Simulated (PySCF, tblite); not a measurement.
Isomers of C8H12ClF. Computed with GFN2-xTB (tblite): harmonic, unscaled wavenumbers at the GFN2-xTB geometry, gas phase. This tight-binding method is rough: wavenumbers can miss measured ones by several per cent, in bad cases by 10 to 20. One conformer each.

Electronic energies: PBE0/pcSseg-1 single points on the GFN2-xTB geometries (PySCF, gas phase).

```json
{"SMILES": "C[C@@H]1C[C@]2(Cl)C[C@H]1C[C@H]2F", "electronic energy, lowest = 0 (kcal/mol)": "0.0"}
{"SMILES": "F[C@@H]1CCC[C@@H](/C=C/Cl)C1", "electronic energy, lowest = 0 (kcal/mol)": "12.2"}
{"SMILES": "FC[C@H]1CCC/C(=C\\Cl)C1", "electronic energy, lowest = 0 (kcal/mol)": "12.6"}
```

Problem. How do GFN2-xTB zero-point energies change the relative energies?

Solution. 
| SMILES | ZPE (kcal/mol) | of it from modes above 1550 cm⁻¹ | electronic (kcal/mol) | with ZPE, lowest = 0 (kcal/mol) | lowest mode (cm⁻¹) | rings |
| --- | --- | --- | --- | --- | --- | --- |
| C[C@@H]1C[C@]2(Cl)C[C@H]1C[C@H]2F | 115.8 | 51.6 | 0.0 | 0.0 | 88 | 2 |
| F[C@@H]1CCC[C@@H](/C=C/Cl)C1 | 114.5 | 53.7 | 12.2 | 10.9 | 46 | 1 |
| FC[C@H]1CCC/C(=C\Cl)C1 | 114.7 | 53.5 | 12.6 | 11.5 | 56 | 1 |

The zero-point energies span 1.3 kcal/mol, from `F[C@@H]1CCC[C@@H](/C=C/Cl)C1` to `C[C@@H]1C[C@]2(Cl)C[C@H]1C[C@H]2F`. The order is unchanged.

Problem. And how do the electronic energies of GFN2-xTB itself compare?

Solution. `C[C@@H]1C[C@]2(Cl)C[C@H]1C[C@H]2F` 0.0; `F[C@@H]1CCC[C@@H](/C=C/Cl)C1` 21.1; `FC[C@H]1CCC/C(=C\Cl)C1` 19.1 kcal/mol, lowest = 0. Against the energies above, taken from the same isomer `C[C@@H]1C[C@]2(Cl)C[C@H]1C[C@H]2F`, the largest difference is 8.9 kcal/mol.

Problem. What do entropy and thermal enthalpy add at 298.15 K and 1 bar (rigid rotor, harmonic oscillator, one conformer each)?

Solution. 
```csv
SMILES,point group,symmetry number,S (cal/(mol K)),H − H(0) (kcal/mol),ZPE + H − H(0) − TS (kcal/mol)
C[C@@H]1C[C@]2(Cl)C[C@H]1C[C@H]2F,C1,1,93.1,6.32,94.3
F[C@@H]1CCC[C@@H](/C=C/Cl)C1,C1,1,100.4,6.93,91.5
FC[C@H]1CCC/C(=C\Cl)C1,C1,1,99.6,6.90,91.9
```
